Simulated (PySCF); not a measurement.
Compound: C7H7NO.
Structure used (PBE0-D3(BJ)/def2-SVP), in Å, numbered top down from 1:
```xyz
16
C7H7NO angstrom
C     -2.3979    0.6231   -0.5677
C     -1.5822   -0.5008    0.0144
O     -2.0932   -1.5311    0.3886
C     -0.0938   -0.3180    0.1253
C      0.6670   -1.3641    0.6537
C      2.0448   -1.2017    0.7612
N      2.6851   -0.0949    0.3863
C      1.9611    0.8999   -0.1165
C      0.5752    0.8431   -0.2696
H     -3.4534    0.3274   -0.5803
H     -2.0678    0.8555   -1.5922
H     -2.2798    1.5408    0.0293
H      0.1643   -2.2806    0.9686
H      2.6639   -2.0074    1.1717
H      2.5091    1.7999   -0.4181
H      0.0420    1.6976   -0.6900
```

NICS = −σ at a ghost point: NICS(0) at the centroid of the ring atoms, NICS(1) 1 Å to either side along the normal of their mean plane, zz for the tensor component along that normal. Level: GIAO PBE/pcSseg-1 (PySCF, non-relativistic, gas phase) on the PBE0-D3(BJ)/def2-SVP geometry, one conformer.

Ring bond lengths (Å): C4–C5 1.397, C5–C6 1.392, C6–N7 1.333, N7–C8 1.329, C8–C9 1.395, C9–C4 1.397.

Question: Give the NICS values of each ring in ppm.

Answer: 
```tsv
ring	type	NICS(0)	NICS(1), two faces	NICS(1)zz, two faces	rms pucker (Å)	centre to ring atoms, mean (Å)
C4–C5–C6–N7–C8–C9	6-membered ring with N; formal bonds all aromatic	-7.1	-11.0 / -11.0	-27.0 / -27.0	0.00	1.37
```

Question: What can be read from them?

Answer: 
- C4–C5–C6–N7–C8–C9: mean NICS(1)zz -27.0 ppm, shielded, aromatic by this magnetic criterion (flat ring, no four-coordinate atom).

Question: What does the geometric index give? HOMA takes Krygowski's 1993 parameters.

Answer: 
- C4–C5–C6–N7–C8–C9: HOMA 0.99; the largest term is that of C4–C5, α(R − Ropt)² = 0.02. The geometric and the magnetic index point the same way.

Question: Give the inner angles of the rings.

Answer: 
- C4–C5–C6–N7–C8–C9: C4 117.9°, C5 118.7°, C6 123.4°, N7 117.8°, C8 123.5°, C9 118.6°; sum 720.0° against 720° for a flat convex ring.

Question: How do the values depend on the level or the medium?

Answer: 
| level | NICS(0), C4–C5–C6–N7–C8–C9 | mean NICS(1)zz, C4–C5–C6–N7–C8–C9 |
| --- | --- | --- |
| PBE/pcSseg-1, gas | -7.1 | -27.0 |
| PBE0/pcSseg-1, gas | -7.6 | -28.1 |

The geometry is the same throughout.

On one thread, x86-64 server (shared host), this took 25 s. This is the whole shielding run at PBE/pcSseg-1, SCF included.
